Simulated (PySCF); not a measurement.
**SiB3H9N4O**

SiB3H9N4O is a molecule, neutral, singlet. The structure, one conformer, was relaxed in the gas phase by PBE0-D3(BJ)/def2-SVP. No frequency run checks that it is a minimum.

SMILES: N[SiH2]OB1NBNBN1

```xyz
18

N     1.341    1.465    0.231
B     2.655    0.970    0.007
N     2.794   -0.417   -0.310
B     1.674   -1.299   -0.401
N     0.383   -0.753   -0.169
B     0.179    0.630    0.148
O    -1.066    1.170    0.376
Si   -2.628    0.641    0.173
N    -2.748   -1.086    0.191
H     1.205    2.442    0.455
H     3.621    1.695    0.082
H     3.721   -0.787   -0.473
H     1.823   -2.472   -0.666
H    -0.443   -1.343   -0.209
H    -3.399    1.269    1.281
H    -3.135    1.072   -1.160
H    -3.176   -1.577   -0.584
H    -2.819   -1.614    1.053
```
(Å; atoms numbered from 1)

Shieldings: GIAO PBE0/pcSseg-1. Shifts are against computed references at the same level: H TMS (σ 31.27 ppm), Si TMS (σ 352.0 ppm). Core levels by delta-SCF with SCAN, pcX-2 on the ionised atom and pcseg-1 elsewhere, spin-free X2C; from the vacuum level, for chosen atoms.

(1) Give the NMR and core-level values of the distinct atoms.

(2) By CAM-B3LYP/def2-SVPD (TDDFT singlets, Tamm-Dancoff triplets, ionisation by delta-SCF), where does absorption start, and what does vertical ionisation take?

Answers

(1) 
| atoms | bonded to | σ (ppm) | δ (ppm) | core level (eV) |
| --- | --- | --- | --- | --- |
| N1 | 2 B + 1 H | 137.2 | - | 1s 404.23 |
| B2 | 2 N + 1 H | 72.2 | - | 1s 195.46 |
| N3 | 2 B + 1 H | 125.9 | - | - |
| B4 | 2 N + 1 H | 72.6 | - | - |
| N5 | 2 B + 1 H | 135.6 | - | 1s 404.08 |
| B6 | 2 N + 1 O | 78.5 | - | 1s 196.51 |
| O7 | 1 B + 1 Si | 220.2 | - | 1s 537.67 |
| Si8 | 1 N + 1 O + 2 H | 386.6 | -34.6 | - |
| N9 | 1 Si + 2 H | 233.6 | - | - |
| H10 | 1 N | 26.56 | 4.71 | - |
| H11 | 1 B | 26.56 | 4.71 | - |
| H12 | 1 N | 26.07 | 5.20 | - |
| H13 | 1 B | 26.58 | 4.68 | - |
| H14 | 1 N | 24.71 | 6.55 | - |
| H15 | 1 Si | 26.12 | 5.14 | - |
| H16 | 1 Si | 26.34 | 4.92 | - |
| H17 | 1 N | 30.02 | 1.25 | - |
| H18 | 1 N | 30.14 | 1.13 | - |

Values are those of this one static structure; atoms that internal rotation interchanges would show their mean in an NMR spectrum.

The core-hole state of B2 is spin-contaminated (⟨S²⟩ 0.81 against 0.75 for a pure doublet), so that value and differences from it are less sure.

(2) The lowest singlet lies at 6.76 eV (f 0.063), the lowest triplet at 6.36 eV; vertical ionisation takes 9.61 eV.

The 3 runs behind this took 6.7 min in all, one thread each of Intel Xeon 6975P-C on a shared host, launched as `OMP_NUM_THREADS=1 python cluster_run.py task.json out`.
